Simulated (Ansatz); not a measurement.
Born–Oppenheimer molecular dynamics of C$_{3}$H$_{11}$NOSi (17 atoms, charge 0, multiplicity 1). It goes on from the last frame of an earlier run, with new velocities.

All numbers below come from RKS r2SCAN/6-31G (Ansatz).

| Property | Result |
| --- | --- |
| ensemble | NVT, Nosé–Hoover chain |
| time step | 0.25 fs |
| steps asked | 250 |
| set temperature | 300 K |
| thermostat | time constant 50 fs, chain length 5 |
| seed | 49451 |

First frame:

```xyz
17
Properties=species:S:1:pos:R:3
Si -0.424 0.579 -0.162
O 0.136 0.885 1.464
C -0.498 0.007 2.463
H -1.376 -0.533 2.184
H 0.204 -0.817 2.614
H -0.585 0.608 3.437
H 0.895 1.041 -0.844
H -1.707 1.204 -0.468
N -0.787 -1.023 -0.761
C -2.118 -1.645 -0.862
H -2.976 -0.922 -0.729
H -2.214 -2.209 -1.795
H -2.237 -2.344 0.025
C 0.304 -1.979 -0.825
H 0.067 -2.752 -1.637
H 1.217 -1.377 -0.946
H 0.395 -2.543 0.212
```

What does the run give?

The run went to its last step.

```yaml
steps_done: 250
time_covered: 62.5 fs
mean_temperature_over_the_second_half: 320 K
spread_of_the_potential_energy_over_the_second_half: 4.2 meV per atom
mean_potential_energy_of_the_second_half_above_the_start: -9.5 meV per atom
```

The conserved energy stayed within 0.037 meV per atom of its start (net change -0.032 meV per atom), so the integration is sound. A run of 0.062 ps of so small a system gives no equilibrium averages. Limits of this set-up: no polarisation functions.

What happens to the structure?

The same pairs are bonded in the first frame and the last. Pairs count as bonded within 1.25 times the sum of covalent radii (0.12 Å more for H–H). This is one draw of velocities; another would differ in detail.

How do temperature and energy run in time?


```csv
time (fs),T (K),potential energy less start (eV),conserved less start (meV/atom)
0,300,0.000,0.00
3,310,-0.018,0.01
6,372,-0.140,-0.01
9,396,-0.188,-0.01
12,354,-0.110,0.01
15,392,-0.187,-0.01
18,374,-0.158,-0.01
21,312,-0.044,-0.01
24,329,-0.083,0.02
27,430,-0.287,-0.01
30,359,-0.161,-0.01
33,361,-0.177,-0.02
36,305,-0.079,0.02
39,381,-0.239,-0.02
42,301,-0.100,0.00
45,289,-0.089,-0.01
48,327,-0.177,0.00
51,345,-0.228,-0.02
54,244,-0.047,0.02
57,346,-0.262,-0.03
60,290,-0.170,0.01
```

Time of the run: 18 min on 2 threads of Arm Neoverse V2 (shared host), peak memory 0.17 GiB.
